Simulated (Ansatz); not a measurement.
Mulliken charges of `BOC=C` from ωB97M-V/def2-TZVPP in Ansatz (PBE0-D4/def2-TZVP geometry).

| atom | x (Å) | y (Å) | z (Å) | charge (e) |
| --- | --- | --- | --- | --- |
| B1 | -0.225 | 1.789 | -0.267 | -0.010 |
| O2 | 0.096 | 0.522 | -0.604 | -0.248 |
| C3 | 0.012 | -0.510 | 0.287 | 0.094 |
| C4 | 0.330 | -1.745 | -0.055 | -0.235 |
| H5 | -0.115 | 2.615 | -1.122 | 0.055 |
| H6 | -0.597 | 2.034 | 0.848 | 0.038 |
| H7 | -0.333 | -0.229 | 1.279 | 0.094 |
| H8 | 0.252 | -2.540 | 0.673 | 0.104 |
| H9 | 0.669 | -1.982 | -1.056 | 0.108 |

Task: By hand: the dipole of these point charges (1 e Å = 4.8032 D).

Result: Σ q r = (-0.060, -0.064, 0.239) e Å, of length 0.255 e Å = 1.22 D.

Task: How does the dipole of the full density compare? (An estimate is asked.)

Result: The calculation gave: (-0.032, -0.124, 0.180) e Å, 1.06 D; the point charges give 1.15 times that, at 20° from its direction.

Point charges leave out the atoms' own dipoles, such as those of lone pairs, and Mulliken's split depends on the basis, so the two needn't agree.
